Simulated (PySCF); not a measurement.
Isomers of C6H13FSi2, one GFN2-xTB conformer each. Single-point energies are computed at PBE0/pcSseg-1 (PySCF, gas phase, no added dispersion term), electronic only.

Problem. Rank them by PBE0/pcSseg-1 energy, lowest first (kcal/mol).
A. `[CH2:1]=[CH:2][CH2:3][CH2:4][Si:5]1([F:6])[CH2:7][SiH2:8][CH2:9]1` with C1–C2–C3–C4 -120°, C2–C3–C4–Si5 -177°, C3–C4–Si5–F6 59°
B. `[CH3:1][C:2]#[C:3][C@@:4]([CH3:5])([SiH3:6])[C@@H:7]([F:8])[SiH3:9]` with C3–C4–C7–F8 -85°
C. `[CH2:1]=[CH:2][CH2:3][Si@@H:4]1[CH2:5][SiH2:6][C@@H:7]([F:8])[CH2:9]1` with C1–C2–C3–Si4 -101°, C2–C3–Si4–C5 52°, C3–Si4–C5–Si6 -121°, Si4–C5–Si6–C7 -18°, C5–Si6–C7–F8 -79°, Si6–C7–C9–Si4 -43°
D. `[CH:1]#[C:2][C@H:3]([CH3:4])[CH2:5][SiH2:6][SiH2:7][CH2:8][F:9]` with C2–C3–C5–Si6 -179°, C3–C5–Si6–Si7 43°, C5–Si6–Si7–C8 65°, Si6–Si7–C8–F9 -52°

Solution. A (0.0), C (40.1), D (90.7), B (93.0).

As drawn, the lowest has a four-membered ring, an Si–F bond and a C=C bond outside aromatic rings, which the highest lacks; the highest has a C≡C bond, which the lowest lacks. Neighbours under 2.5 kcal/mol apart (C#C[C@H](C)C[SiH2][SiH2]CF and CC#C[C@@](C)([SiH3])[C@@H](F)[SiH3]) can change places with a better method, another conformer or zero-point energy. GFN2-xTB itself gives, in the same order: 0.0, 24.2, 48.8, 28.1. Both levels put the same isomer lowest; measured from each level's own lowest isomer, the values differ by up to 64.9 kcal/mol (CC#C[C@@](C)([SiH3])[C@@H](F)[SiH3]: 28.1 against 93.0).

Problem. Which frontier levels, dipoles and rotational constants go with these structures?

Solution. 
```csv
SMILES,"HOMO (eV, PBE0/pcSseg-1)",LUMO (eV),dipole (D),"A, B, C (MHz)"
C=CCC[Si]1(F)C[SiH2]C1,-7.43,0.31,1.63,"2505, 506.6, 477.1"
C=CC[Si@@H]1C[SiH2][C@@H](F)C1,-7.19,0.07,1.70,"1932, 752.4, 652.9"
C#C[C@H](C)C[SiH2][SiH2]CF,-7.64,-0.14,1.57,"1539, 646.7, 546.8"
CC#C[C@@](C)([SiH3])[C@@H](F)[SiH3],-7.11,0.50,1.88,"1074, 994.9, 684.4"
```
